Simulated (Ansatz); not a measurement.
A made-up structure of SiHTeO (charge +1), singlet:

O1  (0.992, 0.525, 0.471)
Si2  (-0.363, 0.140, -0.260)
Te3  (0.677, -1.620, 0.844)
H4  (0.980, -3.066, 1.665)
(Å)

It is relaxed with PBE-D4/def2-SVP and then PBE0-D4/def2-TZVP (Ansatz 0.2.0). Atoms count as bonded within 1.22 times the sum of their covalent radii (H–H: 0.88 Å). The end point is not checked to be a true minimum.

(1) Does its bonding change? (Judge from chemistry; the calculation decides.)

Results:

(1) By the calculation: No: no bond forms or breaks.

Where it ends: The first stage lowers the energy by 3.62 eV in 11 steps. It ends as SiHTeO ([O]1[Si][TeH]1), total charge +1:
O1  (1.029, 0.064, 0.573)
Si2  (-0.517, 0.170, 0.132)
Te3  (1.124, -1.941, 0.231)
H4  (0.650, -2.313, 1.783)
(Å)

Labels in which every atom is bracketed show which atoms are joined, not bond orders.

For scale, one of the runs: PBE0-D4/def2-TZVP relaxation, 124 basis functions, launched by `ansatz run in.yaml --threads 2 --pin off --events-out ev --progress --plain --max-ram 4352MiB`. Hardware: 2 CPU threads of an Intel Xeon, shared host. Wall time about 35 s.
